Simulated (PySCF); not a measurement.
Computed shifts of a molecule C₄H₅FO₂, PBE/pcSseg-1 run with PySCF, GIAO, gas phase, equivalent atoms averaged, in ppm (number of nuclei): ¹³C: 169.4 (1), 119.8 (1), 107.4 (1), 24.3 (1). ¹⁹F: -180.0 (1). ¹H: 6.76 (1), 6.27 (1), 1.85 (3). References: ¹³C against TMS (σ = 182.0 ppm); ¹⁷O against H2O (σ = 334.3 ppm); ¹⁹F against CFCl3 (σ = 133.6 ppm); ¹H against TMS (σ = 31.49 ppm), references at their B3LYP-D3(BJ)/def2-TZVP geometries, non-relativistic. Geometry: PBE-D3(BJ)/def2-SVP. One conformer was computed; it need not be the lowest.

Q: Which structure fits?
A. C=C(F)OCC=O
B. C[C@H]1OC=C(F)O1
C. O=CC1(F)COC1
D. F/C=C1\COCO1

A: B, C[C@H]1OC=C(F)O1
